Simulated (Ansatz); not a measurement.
[CrO3Br]- (CrBrO₃⁻). Total charge -1; triplet. Geometry PBE-D4/def2-SVPD, that of the charge -1 singlet; atoms count from 1.

```xyz
5

Cr    0.0716   -0.1619    0.0715
O     1.6700   -0.0728   -0.0409
O    -0.4012   -0.2671    1.6014
O    -0.5085   -1.3756   -0.8037
Br   -0.8319    1.8775   -0.8284
```

At PBE0-D4/def2-TZVPD a singlet of charge -1 lies 2.22 eV below the triplet at the same geometry.

Question: Estimate the Mulliken populations from the PBE0/def2-TZVPD orbitals of Ansatz.

Answer: 
```
atom  charge (e)  spin (α − β)  d electrons
 Cr1        1.44          0.54         4.25
  O2       -0.68          0.66            –
  O3       -0.75          0.14            –
  O4       -0.68          0.66            –
 Br5       -0.32         -0.01            –
```
Mulliken values depend strongly on the basis. With diffuse functions, as here, like atoms can get unlike values, and bond orders can come out too low or too high.

Question: Where does the spin sit?

Answer: Summed by element: Cr 0.54, O 1.47, Br -0.01, of 2 unpaired in all. Largest on single atoms: O2 0.66, O4 0.66, Cr1 0.54.

Question: And the Mayer bond orders between heavy atoms (over 0.3)?

Answer: Cr1–O2 1.12 (1.60 Å); Cr1–O3 1.42 (1.60 Å); Cr1–O4 1.12 (1.60 Å); Cr1–Br5 0.93 (2.41 Å).
